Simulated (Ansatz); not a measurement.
Reaction (ligand exchange at a Ge–C bond): `[AlH2][CH]([AlH2])[GeH3]` + `OBF` → `FB[O][GeH3]` + `[AlH2][CH2][AlH2]`

Gas-phase electronic energies from Ansatz, PBE0-D4/def2-TZVP geometries. CCSD(T)/CBS is the MP2 limit (def2-TZVPP, def2-QZVPP) plus CCSD(T) − MP2 in def2-TZVPP, frozen cores. This one scheme is used for every species. DFT in def2-TZVPP. For Ge outer-core shells are correlated without core-valence functions, which leaves a few kJ/mol of doubt a bond. Scalar relativity is left out up to krypton. One conformer a species, not always the lowest.

`[AlH2][CH]([AlH2])[GeH3]`:

Z-matrix (Å, degrees):
```
C
Al 1 1.935
Ge 1 1.965 2 108.7
Al 1 1.935 2 116.5 3 123.1
H 1 1.098 2 106.6 3 -118.2
H 2 1.588 1 119.6 3 -46.2
H 2 1.587 1 119.7 3 134.0
H 3 1.544 1 111.1 2 -176.0
H 3 1.544 1 111.1 2 -56.4
H 3 1.537 1 109.6 2 63.8
H 4 1.587 1 119.6 2 -76.7
H 4 1.587 1 119.7 2 103.1
```

`OBF`:

Z-matrix (Å, degrees):
```
B
O 1 1.344
F 1 1.332 2 120.3
H 1 1.192 2 120.1 3 -180.0
H 2 0.963 1 113.4 3 -0.0
```

`FB[O][GeH3]`:

Cartesian coordinates in Å:
```
F -1.877 2.044 -0.255
B -1.014 1.155 0.224
O -0.395 0.341 -0.637
Ge 0.809 -0.932 -0.248
H -0.835 1.130 1.412
H 1.017 -0.953 1.273
H 2.084 -0.544 -1.001
H 0.210 -2.242 -0.768
```

`[AlH2][CH2][AlH2]`:

```xyz
9

Al    0.872   -1.439    0.133
C     0.151    0.289    0.629
Al   -0.992    1.208   -0.635
H     0.058   -2.764    0.459
H     2.263   -1.532   -0.629
H    -0.436    0.141    1.544
H     1.005    0.948    0.829
H    -2.561    0.959   -0.617
H    -0.360    2.189   -1.713
```

| level | ΔE (kcal/mol) |
| --- | --- |
| LDA (SPW92) | -3.2 |
| B97M-V | -7.3 |
| revPBE | -5.7 |
| CAM-B3LYP | -8.6 |
| HF/def2-SVP | -8.6 |
| SCS-MP2/def2-TZVPP | -5.8 |
| SCS-MP2/def2-QZVPP | -5.5 |
| MP2/CBS(def2) | -3.1 |

Question: What does CCSD(T)/CBS give? (An estimate is asked.)

Answer: The calculation gave: -3.6 kcal/mol. The listed levels differ from it by 0.4, -3.7, -2.1, -5.0, -5.0, -2.2, -1.9, 0.5 kcal/mol.

Largest T1 diagnostic among the species: 0.013.

Leaving LDA and LC-ωPBE aside and taking each functional with its dispersion term where it has one, the values, not all of them listed here, spread over 3.8 kcal/mol, from CAM-B3LYP-D4 to HSE06-D4. LDA lies +1.8 kcal/mol from PBE without D4. At CCSD(T), def2-SVP lies −0.9 kcal/mol from the extrapolated value and def2-TZVPP −1.0 kcal/mol.
